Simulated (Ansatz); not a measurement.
Consider the formal hydrolysis of a Cd–Cl bond: `C[S][Cd][Cl]` + H₂O → `C[S][Cd][OH]` + HCl.

Calculated with Ansatz (gas phase, PBE0-D4/def2-TZVP geometries, no zero-point term in ΔE). CCSD(T)/CBS is the MP2 limit (def2-TZVPP, def2-QZVPP) plus CCSD(T) − MP2 in def2-TZVPP, frozen cores. This one scheme is used for every species. Functionals use def2-TZVPP. Elements past krypton have def2 core potentials. For Cd outer-core shells are correlated without core-valence functions, which leaves a few kJ/mol of doubt a bond. Each species was taken in one conformer, which may not be the lowest.

```csv
level,ΔE (kJ/mol)
revPBE-D4,108.0
CAM-B3LYP-D4,114.9
ωB97X-V,117.1
revPBE,108.1
r2SCANh,118.8
HF/def2-TZVPP,143.8
MP2/CBS(def2),119.7
CCSD/CBS(def2),123.1
```

Task: What does CCSD(T)/CBS give? (An estimate is asked.)

Result: Computed: +119.2 kJ/mol. The listed levels differ from it by -11.2, -4.3, -2.1, -11.1, -0.4, 24.6, 0.5, 3.9 kJ/mol.

Largest T1 diagnostic among the species: 0.015.

Leaving LDA and LC-ωPBE aside and taking each functional with its dispersion term where it has one, the values, not all of them listed here, spread over 25.0 kJ/mol, from BLYP-D4 to BHLYP-D4. From PBE to PBE0 (25 % exact exchange), in def2-TZVPP and without D4, ΔE moves by +13.4 kJ/mol.
